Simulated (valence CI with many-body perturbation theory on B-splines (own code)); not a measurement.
Hyperfine factors and g values of As19+

Calculated by relativistic CI+MBPT: four valence electrons over a frozen Dirac-Fock core [Ne], radial functions for each j: 11 s, 11 p, 10 d, 8 f, 5 g, 2 h, with the one-electron correlation potential Σ1 (screened to all orders), the two-electron term Σ2, the three-electron term Σ3, Breit, model QED; selected single and double excitations, second order for the rest, scaled by the run's own slope (own B-spline code, finite nucleus).

No measured spectrum was set against this ion. As an estimate, levels of excited configurations hold to 0.05 to 0.15 % of their energy, terms of the ground configuration to about 0.5 %. Among the levels kept, up to 840 cm⁻¹ of a level comes from second order outside the variational space, and about a tenth of that is noise between levels of different J, which matters for small intervals.

A/g_I is the dipole constant over the nuclear g factor μ/I (μ in nuclear magnetons, uniformly magnetised nucleus), B/Q the quadrupole constant per barn. Both hold the static response of the core; the bare values leave it out. Large factors of s and p1/2 electrons are usually good to 5 to 10 %; those of open d and f shells near neutrality can be off by tens of per cent, and small factors of p3/2, d and f electrons come from cancelling terms and can be off by a factor of two or in sign, in half-filled shells by more. B is blank for J = 1/2, where it vanishes, and for nearly pure S terms. Energies count from the lowest level. Levels with J = 0 are left out.

Names give the largest LS component (configuration and term), which can be under half, so a name can repeat, a term be missing and a line seem to break the LS rules; names also repeat where a configuration has a term twice. Letters in brackets count levels of one name in rising energy.

```csv
Level,E (eV),g,A/g_I (MHz),A/g_I bare,B/Q (MHz/b),B/Q bare
3s2.3p2 3P_1,5.08,1.499,-733,-225,10600,10300
3s2.3p2 3P_2,7.70,1.340,21600,21100,-1790,-1720
3s2.3p2 1D_2,15.45,1.157,14900,14500,23000,22200
3s.3p3 5S°_2,46.68,1.965,53300,52000,,
3s.3p3 3D°_1,58.85,0.638,-27500,-26200,14200,13700
3s.3p3 3D°_2,59.21,1.237,35100,33900,23500,22700
3s.3p3 3D°_3,61.21,1.332,48500,46800,-2390,-2280
3s.3p3 3P°_1,68.65,1.389,60700,58500,-15200,-14700
3s.3p3 3P°_2,68.85,1.314,28800,28100,-21800,-21000
3s.3p3 1D°_2,74.97,1.130,33600,32400,-10200,-9770
3s.3p3 3S°_1,81.47,1.645,-14900,-13000,376,373
3s2.3p.3d 3F°_2,82.46,0.693,16400,15900,14100,13900
3s2.3p.3d 3F°_3,85.10,1.087,11200,11100,14600,14500
3s.3p3 1P°_1,89.52,1.318,-9230,-8050,401,398
3s2.3p.3d 3F°_4,89.87,1.249,5790,5970,25600,25100
3s2.3p.3d 3P°_2 [a],92.30,1.295,4180,4500,5130,5190
3s2.3p.3d 3D°_1,93.79,0.848,-12300,-11300,3500,3520
3s2.3p.3d 1D°_2,97.63,1.066,4210,4430,-4020,-3770
3s2.3p.3d 3D°_3,99.08,1.309,10900,11000,-9570,-9080
3s2.3p.3d 3P°_1,99.20,1.171,6810,7080,-11200,-11000
3s2.3p.3d 3P°_2 [b],100.18,1.290,14300,14300,-15300,-14800
3s2.3p.3d 1F°_3,107.43,1.016,8200,8160,23000,22600
3s2.3p.3d 1P°_1,110.45,0.983,-1530,-1090,3320,3350
3p4 3P_2,118.30,1.398,17300,17300,2230,2210
3s.3p2.3d 5F_1,122.35,0.160,-34100,-32700,-124,11.2
3s.3p2.3d 5F_2,123.41,1.054,10200,10200,4990,4970
3p4 3P_1,124.13,1.399,8600,9020,-6390,-6200
3s.3p2.3d 5F_3,125.02,1.290,20700,20300,8840,8820
3p4 1D_2,126.24,1.099,24600,23900,-27400,-26500
3s.3p2.3d 5F_4,127.49,1.362,23500,23100,6830,6950
3s.3p2.3d 5D_1,129.00,1.458,27700,27300,-11100,-10800
3s.3p2.3d 5D_2,129.17,1.394,26700,26300,-13100,-12700
3s.3p2.3d 5D_3,129.50,1.401,31900,31100,-11000,-10500
3s.3p2.3d 5F_5,130.28,1.391,28400,27700,-15500,-14500
```

Problem. Take the isotope of mass number 75, with I = 3/2, μ = 1.4383 μN and Q = 0.311 b. What is the hyperfine structure of 3s2.3p2 1D_2?

Solution. From the table A = 14300 MHz, B = 7140 MHz. Shifts from the centre of gravity in MHz: F = 1/2: -58100, F = 3/2: -42900, F = 5/2: -11600, F = 7/2: 44700.
